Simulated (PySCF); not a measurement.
PySCF job for CH4O4Si, SMILES O=C(O)[SiH](O)O, PBE0-D3(BJ)/def2-SVP. Geometry optimised at PBE0-D3(BJ)/def2-SVP. One conformer was computed; it need not be the lowest.

```python
import numpy as np
from pyscf import gto, scf, dft, df
from pyscf.hessian import thermo

mol = gto.M(
    atom='''
    O     1.26274729   -1.37459557   -0.34797386
    C     0.88683556   -0.49331617    0.39079982
    O     1.61312856   -0.05277791    1.41702465
    Si   -0.81664127    0.32750771    0.07099102
    O    -1.51321223   -0.71806403   -0.99855599
    O    -0.44059061    1.81367167   -0.55065352
    H     2.44497275   -0.55924155    1.41896085
    H    -1.69821652    0.44815562    1.25756696
    H    -0.84773728   -1.27615699   -1.42606184
    H    -1.16363846    2.41615858   -0.74786920
    ''',
    basis='def2-SVP',
    charge=0,
    spin=0,
    max_memory=1600,
    verbose=3,
)
mf = dft.RKS(mol, xc='pbe0').density_fit(auxbasis='def2-universal-jkfit')
mf.disp = 'd3bj'
mf.grids.level = 3
mf.conv_tol = 1e-11
mf.max_cycle = 100
mf.kernel()

# [left out here: the lines that compute and print the analytic Hessian (its translational invariance restored by hand, since the grid's response is missing), thermochemistry and intensities]
```

Output:

```
converged SCF energy = -630.174526420507

WARN: DFTD3 does not support analytical Hessian, using finite difference


WARN: Mole.unit (angstrom) is changed to Bohr

Mode                                 0                   1                   2
Irrep
Freq [cm^-1]                       54.7920            143.1571            177.8213
Reduced mass [au]                   9.5908              5.4269              1.9968
Force const [Dyne/A]                0.0170              0.0655              0.0372
Char temp [K]                      78.8336            205.9712            255.8452
Normal mode                   x     y     z       x     y     z       x     y     z
       0   O                -0.06 -0.11  0.09   -0.09 -0.00 -0.01   -0.07  0.07 -0.03
       1   C                -0.01 -0.02  0.00    0.00  0.02  0.01   -0.03  0.02  0.04
       2   O                 0.05  0.09 -0.08    0.05 -0.09  0.02    0.05  0.01 -0.02
       3  Si                -0.01 -0.01 -0.01    0.01  0.05 -0.00   -0.04 -0.02  0.03
       4   O                 0.05  0.03 -0.08    0.12 -0.05  0.02    0.04 -0.01 -0.03
       5   O                -0.03  0.03  0.09   -0.10  0.05 -0.05    0.08 -0.04  0.04
       6   H                 0.04  0.07 -0.06   -0.00 -0.18 -0.00    0.07  0.04 -0.12
       7   H                -0.03 -0.09 -0.02    0.00  0.04 -0.01   -0.14 -0.01 -0.04
       8   H                 0.07 -0.02  0.00    0.20 -0.08  0.18    0.10  0.02  0.02
       9   H                -0.03  0.04  0.13   -0.14  0.01 -0.00    0.09 -0.23 -0.60
Mode                                 3                   4                   5
Irrep
Freq [cm^-1]                      197.5609            297.5882            364.1503
Reduced mass [au]                   1.7975              4.3867              6.4544
Force const [Dyne/A]                0.0413              0.2289              0.5043
Char temp [K]                     284.2461            428.1632            523.9311
Normal mode                   x     y     z       x     y     z       x     y     z
       0   O                 0.04 -0.05  0.04   -0.02  0.05  0.03   -0.02  0.02  0.04
       1   C                 0.05 -0.01 -0.01    0.02  0.02  0.08    0.03  0.06  0.02
       2   O                 0.02 -0.02  0.02    0.12 -0.02  0.04    0.08 -0.03  0.03
       3  Si                 0.04 -0.00  0.00   -0.02 -0.03  0.01   -0.00 -0.00 -0.09
       4   O                -0.05  0.08 -0.02   -0.04  0.07 -0.07   -0.08 -0.09  0.03
       5   O                -0.09  0.03 -0.01   -0.03 -0.07 -0.08    0.02  0.07  0.07
       6   H                -0.01 -0.06  0.07    0.11 -0.04 -0.09    0.01 -0.14  0.01
       7   H                 0.11 -0.10  0.07   -0.06 -0.01 -0.02   -0.07 -0.04 -0.14
       8   H                -0.12  0.08 -0.12   -0.08  0.11 -0.17   -0.13  0.02 -0.20
       9   H                -0.21 -0.29 -0.57   -0.02  0.07  0.31    0.01  0.03 -0.03
Mode                                 6                   7                   8
Irrep
Freq [cm^-1]                      422.1339            451.1026            534.6133
Reduced mass [au]                   1.3145              3.8649              2.2470
Force const [Dyne/A]                0.1380              0.4634              0.3784
Char temp [K]                     607.3568            649.0362            769.1896
Normal mode                   x     y     z       x     y     z       x     y     z
       0   O                 0.06  0.01  0.01    0.12 -0.04  0.03    0.01 -0.02  0.04
       1   C                 0.01 -0.02  0.02   -0.01 -0.07  0.01    0.07  0.13 -0.11
       2   O                 0.04 -0.02  0.01    0.04 -0.04 -0.03    0.01 -0.01 -0.01
       3  Si                -0.04  0.01 -0.02   -0.10  0.06  0.02   -0.05  0.00  0.03
       4   O                -0.04  0.03 -0.05    0.02 -0.02  0.02    0.00  0.01 -0.02
       5   O                -0.00  0.01  0.02   -0.00  0.03 -0.02    0.02 -0.05 -0.00
       6   H                 0.06  0.01 -0.08    0.07  0.01 -0.15   -0.24 -0.43  0.28
       7   H                 0.01  0.10  0.01   -0.23  0.10 -0.09    0.05 -0.11  0.11
       8   H                -0.10 -0.57  0.63    0.12  0.25 -0.18    0.07  0.02  0.06
       9   H                 0.03  0.02 -0.04    0.05  0.08 -0.07    0.17  0.12 -0.04
Mode                                 9                  10                  11
Irrep
Freq [cm^-1]                      696.2932            721.0069            755.4514
Reduced mass [au]                   1.4191              1.9294              1.7618
Force const [Dyne/A]                0.4054              0.5910              0.5924
Char temp [K]                    1001.8109           1037.3683           1086.9263
Normal mode                   x     y     z       x     y     z       x     y     z
       0   O                -0.02 -0.03 -0.08   -0.04 -0.06 -0.06   -0.01 -0.03  0.04
       1   C                 0.07 -0.05  0.00    0.10 -0.01 -0.03    0.05  0.11 -0.10
       2   O                 0.03  0.06  0.03    0.01  0.02  0.10   -0.04 -0.06  0.02
       3  Si                -0.01 -0.00  0.02   -0.03  0.01 -0.00    0.00 -0.01  0.01
       4   O                -0.00  0.01  0.00   -0.02 -0.02 -0.02    0.01  0.02  0.01
       5   O                 0.01  0.01 -0.00   -0.02  0.01 -0.00    0.02 -0.01  0.00
       6   H                -0.08 -0.11  0.48    0.26  0.43  0.08    0.19  0.32 -0.35
       7   H                -0.44  0.22 -0.32    0.14 -0.13  0.14   -0.32  0.09 -0.23
       8   H                -0.07 -0.08  0.01    0.09  0.07  0.02   -0.10 -0.08 -0.02
       9   H                -0.19 -0.19  0.08    0.25  0.28 -0.12   -0.19 -0.22  0.11
Mode                                12                  13                  14
Irrep
Freq [cm^-1]                      795.0328            863.1095            899.6832
Reduced mass [au]                   1.5670              1.9977              1.7897
Force const [Dyne/A]                0.5836              0.8768              0.8535
Char temp [K]                    1143.8751           1241.8224           1294.4438
Normal mode                   x     y     z       x     y     z       x     y     z
       0   O                 0.00  0.01 -0.00   -0.00 -0.01 -0.01    0.00 -0.01 -0.02
       1   C                -0.01 -0.01  0.01    0.01  0.00 -0.00   -0.01 -0.02  0.01
       2   O                -0.01 -0.00 -0.01    0.01  0.00  0.01    0.01  0.01  0.02
       3  Si                 0.03  0.01 -0.03   -0.01  0.03 -0.07   -0.05  0.01 -0.06
       4   O                 0.05  0.05  0.06    0.00  0.03  0.03    0.04  0.07  0.09
       5   O                -0.07 -0.07  0.03   -0.03 -0.12  0.07    0.03 -0.02 -0.01
       6   H                -0.02 -0.02 -0.02    0.02  0.03  0.02    0.02  0.02  0.05
       7   H                -0.29 -0.09 -0.25    0.20  0.53  0.03   -0.00 -0.64  0.03
       8   H                -0.28 -0.18 -0.11    0.23  0.24  0.10    0.05  0.05  0.13
       9   H                 0.39  0.38 -0.19   -0.04 -0.15  0.04   -0.19 -0.23  0.12
Mode                                15                  16                  17
Irrep
Freq [cm^-1]                      939.1061            990.0100           1207.6699
Reduced mass [au]                   1.3566              3.9880              2.0113
Force const [Dyne/A]                0.7049              2.3030              1.7283
Char temp [K]                    1351.1646           1424.4040           1737.5681
Normal mode                   x     y     z       x     y     z       x     y     z
       0   O                 0.00  0.01  0.01    0.00 -0.00 -0.01    0.01 -0.05 -0.05
       1   C                 0.00  0.00  0.01   -0.01 -0.01 -0.01   -0.06 -0.01 -0.05
       2   O                -0.01 -0.01 -0.02    0.01  0.01  0.01    0.03  0.08  0.12
       3  Si                 0.06  0.02  0.01    0.02  0.12  0.02    0.01 -0.01  0.01
       4   O                -0.09 -0.02 -0.02   -0.02 -0.07 -0.06   -0.00 -0.00 -0.00
       5   O                -0.02 -0.02  0.00   -0.00 -0.10  0.03   -0.00  0.01 -0.00
       6   H                -0.01 -0.00 -0.03    0.01  0.01  0.01   -0.20 -0.34 -0.55
       7   H                -0.32 -0.26 -0.24    0.02 -0.24  0.06   -0.04  0.01 -0.04
       8   H                 0.49  0.31  0.38   -0.18 -0.18 -0.16    0.03  0.02  0.03
       9   H                 0.07  0.08 -0.02   -0.10 -0.20  0.10    0.00  0.01 -0.01
Mode                                18                  19                  20
Irrep
Freq [cm^-1]                     1377.1480           1832.0763           2288.1469
Reduced mass [au]                   3.4813             11.0972              1.0421
Force const [Dyne/A]                3.8900             21.9458              3.2146
Char temp [K]                    1981.4094           2635.9499           3292.1339
Normal mode                   x     y     z       x     y     z       x     y     z
       0   O                 0.02  0.01  0.02   -0.05  0.11  0.09    0.00 -0.00 -0.00
       1   C                -0.18  0.00 -0.13    0.08 -0.16 -0.13   -0.00  0.00 -0.00
       2   O                 0.08 -0.01  0.04    0.00  0.01  0.02    0.00 -0.00  0.00
       3  Si                 0.02 -0.01  0.01   -0.00  0.00 -0.00    0.02 -0.00 -0.03
       4   O                -0.00  0.00 -0.00    0.00  0.00  0.00    0.00 -0.00  0.00
       5   O                -0.00  0.01 -0.00    0.00 -0.00  0.00    0.00  0.00 -0.00
       6   H                 0.19  0.21  0.38   -0.04 -0.06 -0.10    0.00  0.00  0.00
       7   H                -0.02  0.02 -0.04    0.00 -0.00  0.01   -0.58  0.08  0.78
       8   H                 0.03  0.01  0.03    0.01  0.01  0.02    0.00  0.00 -0.00
       9   H                 0.01  0.01 -0.01   -0.00 -0.00 -0.00   -0.00  0.00 -0.00
Mode                                21                  22                  23
Irrep
Freq [cm^-1]                     3737.4267           3839.2067           3934.9515
Reduced mass [au]                   1.0635              1.0659              1.0671
Force const [Dyne/A]                8.7522              9.2564              9.7352
Char temp [K]                    5377.3249           5523.7636           5661.5191
Normal mode                   x     y     z       x     y     z       x     y     z
       0   O                -0.00 -0.00 -0.00    0.00 -0.00 -0.00    0.00 -0.00  0.00
       1   C                 0.00 -0.00  0.00   -0.00  0.00  0.00    0.00 -0.00 -0.00
       2   O                 0.05 -0.03  0.00   -0.00 -0.00 -0.00    0.00 -0.00  0.00
       3  Si                -0.00  0.00  0.00    0.00 -0.00 -0.00   -0.00 -0.00  0.00
       4   O                 0.00 -0.00 -0.00    0.04 -0.04 -0.03    0.00 -0.00 -0.00
       5   O                 0.00 -0.00  0.00    0.00 -0.00  0.00   -0.04  0.04 -0.01
       6   H                -0.83  0.49 -0.02    0.00 -0.00  0.00   -0.00  0.00 -0.00
       7   H                 0.00 -0.00 -0.00    0.00  0.00  0.00   -0.00 -0.00  0.00
       8   H                -0.00  0.00  0.00   -0.64  0.57  0.45   -0.01  0.01  0.01
       9   H                -0.00  0.00 -0.00   -0.01  0.01 -0.00    0.71 -0.62  0.20
temperature 298.1500 [K]
pressure 101325.00 [Pa]
Rotational constants [GHz] 4.25085 2.31015 1.73740
Symmetry number 1
Zero-point energy (ZPE) 0.06269 [Eh]   164601.600 [J/mol]
                           tot       elec      trans        rot        vib
Entropy [J/mol/K]       358.198      0.000    167.154    114.369     76.675
Cv [J/mol/K]            108.704      0.000     12.472     12.472     83.760
Cp [J/mol/K]            117.018      0.000     20.786     12.472     83.760
Internal energy [J/mol]                      3718.434   3718.434 177147.969
Internal energy [Eh]   -630.10422  -630.17453
Enthalpy [J/mol]                             6197.391   3718.434 177147.969
Enthalpy [Eh]          -630.10328
Gibbs free energy [J/mol]                  -43639.641 -30380.642 154287.422
Gibbs free energy [Eh] -630.14395
static polarisability / bohr^3: [[44.102 -5.129  3.336]
 [-5.127 40.416  4.009]
 [ 3.331  4.011 39.064]]
largest difference of analytic and finite-field dipole derivatives / e: 0.0008854690405475374
mode   freq/cm-1   IR/(km/mol)   Raman/(A^4/amu)   depolarisation
   1       54.79         0.916             0.926            0.750
   2      143.16         9.843             0.674            0.748
   3      177.82        32.595             1.589            0.733
   4      197.56        74.454             2.353            0.748
   5      297.59         9.577             0.733            0.727
   6      364.15        73.506             1.048            0.613
   7      422.13        51.379             2.023            0.542
   8      451.10        65.113             5.739            0.413
   9      534.61        43.259             3.287            0.716
  10      696.29       196.315             7.188            0.281
  11      721.01       134.869             5.543            0.169
  12      755.45         9.658             6.674            0.745
  13      795.03        90.502             3.568            0.243
  14      863.11        31.459             7.526            0.343
  15      899.68        59.705             5.311            0.660
  16      939.11       430.794             5.077            0.715
  17      990.01       136.168             1.199            0.748
  18     1207.67       142.960             3.368            0.722
  19     1377.15        44.698             5.623            0.354
  20     1832.08       246.391             5.214            0.526
  21     2288.15       126.534           128.024            0.182
  22     3737.43        55.058           183.007            0.303
  23     3839.21       120.479            46.163            0.177
  24     3934.95       121.684           120.621            0.285
max |gradient| / (hartree/bohr): 3.9531338853602565e-05
APT charges: [-0.7389  0.7795 -0.6806  1.7087 -0.8578 -0.8769  0.2849 -0.2919  0.346
  0.3269]
```

The calculation finished and met its thresholds.

Cost: about 3 core-minutes (a rough figure).
